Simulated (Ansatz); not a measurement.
Total energies of FH₅Si₃ (`F[SiH]1[SiH2][SiH2]1`).

Cartesian coordinates in Å:
```
F -1.1060 0.9563 2.2624
Si -0.1570 0.8891 0.9747
Si 0.9253 -0.9759 0.1482
Si -0.7350 0.1299 -1.1280
H 0.6959 2.1029 0.9191
H 0.4179 -2.3185 0.5295
H 2.3880 -0.9739 -0.1081
H -0.5180 0.9578 -2.3415
H -1.9111 -0.7677 -1.2564
```

The species carries charge 0 and has multiplicity 1. The geometry is a stationary point of PBE0-D4/def2-TZVP. Basis def2-TZVPP, Ansatz.

RPA on PBE orbitals: Hartree–Fock energy of these orbitals -969.16447 Eh, correlation -1.07527 Eh (frozen core).

| functional | energy without D4 (Eh) | D4 term (kJ/mol) |
| --- | --- | --- |
| LDA (SPW92) | -967.26934 | – |
| PBE | -970.86530 | -21.5 |
| revPBE | -971.19892 | -54.6 |
| BLYP | -971.38669 | -45.9 |
| r2SCAN | -971.29280 | -4.9 |
| PBE0 | -970.95097 | -18.4 |
| B3LYP | -971.47542 | -35.2 |
| r2SCANh | -971.28193 | -5.4 |
| r2SCAN0 | -971.26680 | -6.0 |
| BHLYP | -971.37105 | -31.1 |
| CAM-B3LYP | -971.39952 | -19.1 |
| ωB97X-V | -971.23911 | – |
| ωB97M-V | -971.30905 | – |
| PBE-QIDH | -970.67843 | – |

Q: Give the same for B97M-V, HSE06 (plane-wave form), LC-ωPBE, B2PLYP. (Best estimate.)

A: Computed: 
```tsv
functional	energy without D4 (Eh)	D4 term (kJ/mol)
B97M-V	-971.16084	–
HSE06 (plane-wave form)	-970.92678	-17.4
LC-ωPBE	-971.08002	–
B2PLYP	-970.98950	–
```

B3LYP takes the VWN-RPA correlation (the form of Gaussian; ORCA's B3LYP/G). HSE06 is the plane-wave form, built on full-range PBE exchange. The double hybrids freeze the cores in their second-order part.

LC-ωPBE has ω = 0.4 bohr⁻¹.
